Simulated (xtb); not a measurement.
C4H13AlN, charge +1, singlet, from a rough starting geometry (GFN-xTB shapes and energies of metal compounds can be far from the true ones); xtb with GFN2-xTB.

Here is a job for xtb.
```
$ xtb mol.xyz --gfn 2 --chrg 1 --opt vtight --json

# file mol.xyz
19

Al    -1.57533289    -0.91067293    -0.57548817
H     -2.31360418    -1.67747981     0.47500410
H     -1.94735966    -0.56717236    -1.98643769
C     -0.76954182     1.83591231     0.41805422
C      0.37965061     1.09743812    -0.32524096
N      0.25869065    -0.40780026    -0.10203581
C      1.26268725    -1.03774619    -0.92652161
C      0.41040921    -0.69870542     1.28469716
H     -1.73935268     1.22059269     0.24036442
H     -0.52207377     1.91217042     1.44343371
H     -0.94822868     2.80299629    -0.04679684
H      0.22956556     1.17369233    -1.37434953
H      1.29359890     1.51386666    -0.05474100
H      0.96786028    -0.87502007    -1.97630026
H      1.27006237    -2.19321609    -0.70937362
H      2.24288099    -0.65959973    -0.78630528
H      1.40876175    -0.38826455     1.68617551
H     -0.34535161    -0.30872058     1.91011877
H      0.49711147    -1.79508614     1.44720106
```

Problem. Write the output that xtb gives for this input, abridged.

Solution. 
```
   ID    Z sym.   atoms
    1   13 Al     1
    2    1 H      2, 3, 9-19
    3    6 C      4, 5, 7, 8
    4    7 N      6

           -------------------------------------------------
          |                Calculation Setup                |
           -------------------------------------------------

           -------------------------------------------------
          |                 G F N 2 - x T B                 |
           -------------------------------------------------

          ...................................................
          :                      SETUP                      :
          :.................................................:
          :  # basis functions                  43          :
          :  # atomic orbitals                  42          :
          :  # shells                           26          :
          :  # electrons                        36          :
          :  max. iterations                   250          :
          :  Hamiltonian                  GFN2-xTB          :
          :  restarted?                      false          :
          :  GBSA solvation                  false          :
          :  PC potential                    false          :
          :  electronic temp.          300.0000000     K    :
          :  accuracy                    1.0000000          :
          :  -> integral cutoff          0.2500000E+02      :
          :  -> integral neglect         0.1000000E-07      :
          :  -> SCF convergence          0.1000000E-05 Eh   :
          :  -> wf. convergence          0.1000000E-03 e    :
          :  Broyden damping             0.4000000          :
          :  net charge                          1          :
          :  unpaired electrons                  0          :
          ...................................................

 iter      E             dE          RMSdq      gap      omega  full diag
   1    -18.9110667 -0.189111E+02  0.100E+01    4.52       0.0  T
   2    -19.0173441 -0.106277E+00  0.759E+00    4.92       1.0  T
   3    -19.0218428 -0.449867E-02  0.326E+00    4.71       1.0  T
   4    -19.0305997 -0.875697E-02  0.694E-01    4.78       1.0  T
   5    -19.0322095 -0.160973E-02  0.378E-01    4.99       1.0  T
   6    -19.0322941 -0.846183E-04  0.135E-01    4.96       1.0  T
   7    -19.0323020 -0.794050E-05  0.741E-02    4.97       1.0  T
   8    -19.0323061 -0.406075E-05  0.251E-02    4.98       1.0  T
[...]
 * total energy  :   -18.7955906 Eh     change       -0.6357369E-05 Eh
 * total energy  :   -18.7956000 Eh     change       -0.9357901E-05 Eh
 * total energy  :   -18.7956057 Eh     change       -0.5709122E-05 Eh
 * total energy  :   -18.7956042 Eh     change        0.1437669E-05 Eh
 * total energy  :   -18.7956081 Eh     change       -0.3889148E-05 Eh
 * total energy  :   -18.7956089 Eh     change       -0.7271772E-06 Eh
 * total energy  :   -18.7956094 Eh     change       -0.5033417E-06 Eh
 * total energy  :   -18.7956093 Eh     change        0.8879778E-07 Eh
 * total energy  :   -18.7956097 Eh     change       -0.3990390E-06 Eh
 * total energy  :   -18.7956099 Eh     change       -0.2197878E-06 Eh
 * total energy  :   -18.7956100 Eh     change       -0.1284235E-06 Eh
 * total energy  :   -18.7956101 Eh     change       -0.8024956E-07 Eh
   *** GEOMETRY OPTIMIZATION CONVERGED AFTER 21 ITERATIONS ***
         :: total energy             -18.795610103155 Eh    ::
[...]
 ---------------------------------------------------------------------------
     1  13 Al   2.977 --     2 H    0.903     3 H    0.903     6 N    0.636
                             4 C    0.108     9 H    0.101
     2   1 H    0.993 --     1 Al   0.903
     3   1 H    0.993 --     1 Al   0.903
     4   6 C    3.984 --     5 C    1.020    10 H    0.971    11 H    0.968
                             9 H    0.879     1 Al   0.108
     5   6 C    3.958 --     4 C    1.020    13 H    0.957     6 N    0.951
                            12 H    0.942
     6   7 N    3.610 --     8 C    0.971     7 C    0.970     5 C    0.951
                             1 Al   0.636
     7   6 C    3.949 --    16 H    0.971     6 N    0.970    15 H    0.967
                            14 H    0.953
     8   6 C    3.949 --     6 N    0.971    17 H    0.969    19 H    0.957
                            18 H    0.938
     9   1 H    0.995 --     4 C    0.879     1 Al   0.101
    10   1 H    0.992 --     4 C    0.971
    11   1 H    0.989 --     4 C    0.968
    12   1 H    0.990 --     5 C    0.942
    13   1 H    0.991 --     5 C    0.957
    14   1 H    0.990 --     7 C    0.953
    15   1 H    0.992 --     7 C    0.967
    16   1 H    0.991 --     7 C    0.971
    17   1 H    0.991 --     8 C    0.969
    18   1 H    0.988 --     8 C    0.938
    19   1 H    0.990 --     8 C    0.957
 ---------------------------------------------------------------------------

Topologies differ in total number of bonds
Writing topology from bond orders to xtbtopo.mol

molecular dipole:
                 x           y           z       tot (Debye)
 q only:       -0.002      -0.099      -0.016
   full:        0.029      -0.116      -0.025       0.310
molecular quadrupole (traceless):
                xx          xy          yy          xz          yz          zz
 q only:       -0.114      -2.256       1.967      -0.407       0.874      -1.853
  q+dip:        0.361      -1.153       1.066       0.359       0.349      -1.427
   full:        0.899      -3.125       4.061       0.555       2.091      -4.960

optimized geometry written to: xtbopt.xyz

           -------------------------------------------------
          | TOTAL ENERGY              -18.795610103155 Eh   |
          | GRADIENT NORM               0.000082257392 Eh/α |
          | HOMO-LUMO GAP               5.082720350527 eV   |
           -------------------------------------------------
```
